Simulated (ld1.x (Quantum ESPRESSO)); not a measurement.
## u(r) = r·R(r): atom against pseudo-atom (H (Z = 1))

Columns: radius, all-electron u(r) and pseudo u(r) of the 1s shell (level -12.68 eV) of hydrogen in the configuration 1s0.5; PBE, scalar-relativistic, RRKJ scheme, ld1.x (Quantum ESPRESSO) 7.5.

```json
{"r (bohr)": "0.053", "all-electron": "0.1085", "pseudo": "0.0284"}
{"r (bohr)": "0.105", "all-electron": "0.2037", "pseudo": "0.0663"}
{"r (bohr)": "0.158", "all-electron": "0.2902", "pseudo": "0.1225"}
{"r (bohr)": "0.210", "all-electron": "0.3654", "pseudo": "0.1975"}
{"r (bohr)": "0.262", "all-electron": "0.4319", "pseudo": "0.2895"}
{"r (bohr)": "0.315", "all-electron": "0.4912", "pseudo": "0.3934"}
{"r (bohr)": "0.368", "all-electron": "0.5429", "pseudo": "0.4973"}
{"r (bohr)": "0.420", "all-electron": "0.5867", "pseudo": "0.5891"}
{"r (bohr)": "0.473", "all-electron": "0.6249", "pseudo": "0.6645"}
{"r (bohr)": "0.525", "all-electron": "0.6565", "pseudo": "0.7168"}
{"r (bohr)": "0.578", "all-electron": "0.6835", "pseudo": "0.7486"}
{"r (bohr)": "0.630", "all-electron": "0.7051", "pseudo": "0.7626"}
{"r (bohr)": "0.683", "all-electron": "0.7227", "pseudo": "0.7654"}
{"r (bohr)": "0.735", "all-electron": "0.7361", "pseudo": "0.7629"}
{"r (bohr)": "0.788", "all-electron": "0.7460", "pseudo": "0.7596"}
{"r (bohr)": "0.840", "all-electron": "0.7525", "pseudo": "0.7578"}
{"r (bohr)": "0.893", "all-electron": "0.7562", "pseudo": "0.7575"}
{"r (bohr)": "0.945", "all-electron": "0.7572", "pseudo": "0.7573"}
{"r (bohr)": "0.998", "all-electron": "0.7558", "pseudo": "0.7558"}
{"r (bohr)": "1.050", "all-electron": "0.7524", "pseudo": "0.7524"}
{"r (bohr)": "1.102", "all-electron": "0.7472", "pseudo": "0.7472"}
{"r (bohr)": "1.155", "all-electron": "0.7401", "pseudo": "0.7401"}
{"r (bohr)": "1.208", "all-electron": "0.7316", "pseudo": "0.7316"}
{"r (bohr)": "1.260", "all-electron": "0.7220", "pseudo": "0.7220"}
{"r (bohr)": "1.313", "all-electron": "0.7111", "pseudo": "0.7111"}
{"r (bohr)": "1.365", "all-electron": "0.6995", "pseudo": "0.6995"}
```

Question: How many radial nodes do the two functions have?

Answer: The all-electron 1s function has n − l − 1 = 0; the pseudo-wave has 0.

Question: At about which radius was the pseudo-wave matched?

Answer: 1.00 bohr. The columns agree to 0.0005 from 0.94 bohr on; several derivatives are matched, so the curves merge somewhat inside the radius.

Question: Where does each function peak?

Answer: Outermost all-electron maximum near 0.94 bohr, pseudo maximum near 0.68 bohr (to the table’s step).

Question: Is the pseudo-wave norm-conserving?

Answer: Yes: the RRKJ scheme keeps the norm inside the radius equal to the all-electron one, which fixes the energy derivative of the logarithmic derivative at the level.
